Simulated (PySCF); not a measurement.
Compound: C₅H₉N₂ (charge +1).
SMILES with atom numbers: `[CH3:1][CH2:2][n+:3]1[cH:4][cH:5][nH:6][cH:7]1`

NICS is the negative of the GIAO shielding at a point without a nucleus: at the ring centre (0) and 1 Å above and below it (1); zz is the component along the ring normal. Level: GIAO PBE0/pcSseg-1 (PySCF, non-relativistic, gas phase) on the GFN2-xTB geometry, one conformer.

Ring bond lengths (Å), with Mayer bond orders in brackets: N3–C4 1.363 (1.14), C4–C5 1.362 (1.60), C5–N6 1.361 (1.14), N6–C7 1.332 (1.28), C7–N3 1.326 (1.30).

Question: Give the NICS values of each ring in ppm.

Answer: 
```csv
ring,type,NICS(0),"NICS(1), two faces","NICS(1)zz, two faces",rms pucker (Å),"centre to ring atoms, mean (Å)"
N3–C4–C5–N6–C7,5-membered ring with 2 N; formal bonds all aromatic,-14.4,-10.6 / -10.7,-28.6 / -29.6,0.00,1.15
```

Question: What can be read from them?

Answer: 
- N3–C4–C5–N6–C7: mean NICS(1)zz -29.1 ppm, shielded. The ring is flat and has no four-coordinate atom; by the NICS criterion it is aromatic.

Question: What does the geometric index give? HOMA = 1 − mean of α(R − Ropt)² over the ring bonds, with Krygowski's 1993 parameters (CC: Ropt 1.388 Å, α 257.7 Å⁻²; CN: Ropt 1.334 Å, α 93.52 Å⁻²).

Answer: 
- N3–C4–C5–N6–C7: HOMA 0.94; the largest term is that of C4–C5, α(R − Ropt)² = 0.17. The geometric and the magnetic index point the same way.

Question: At the second NICS(1) probe listed for ring N3–C4–C5–N6–C7, 1 Å off the ring, what do the in-plane components average?

Answer: The isotropic value is a third of the trace: (3 × -10.7 − (-29.6))/2 = -1.2 ppm.

Question: What are the shieldings of the ring atoms and their hydrogens in the same run (means over atoms taken as equivalent)?

Answer: 
| atoms | environment | σ isotropic (ppm) | principal values of the symmetric part, first atom (ppm) |
| --- | --- | --- | --- |
| N3 | three-coordinate ring nitrogen | 40.1 | -62.9, -1.2, 184.4 |
| C4 | aromatic CH next to a ring nitrogen | 56.1 | -19.7, 53.0, 135.0 |
| C5 | aromatic CH next to a ring nitrogen | 58.5 | -19.8, 51.1, 144.2 |
| N6 | ring nitrogen | 75.7 | -31.4, 69.5, 189.1 |
| C7 | aromatic CH next to a ring nitrogen | 49.9 | -2.8, 28.3, 124.3 |
| H on C4 | aromatic hydrogen | 24.04 | 20.5, 24.8, 26.8 |
| H on C5 | aromatic hydrogen | 23.97 | 20.5, 24.7, 26.7 |
| H on N6 | N–H hydrogen | 22.00 | 16.4, 21.7, 27.9 |
| H on C7 | aromatic hydrogen | 23.68 | 19.4, 25.2, 26.4 |

Shape of the structure used: `[CH3:1][CH2:2][n+:3]1[cH:4][cH:5][nH:6][cH:7]1`: C1–C2–N3–C4 86°.
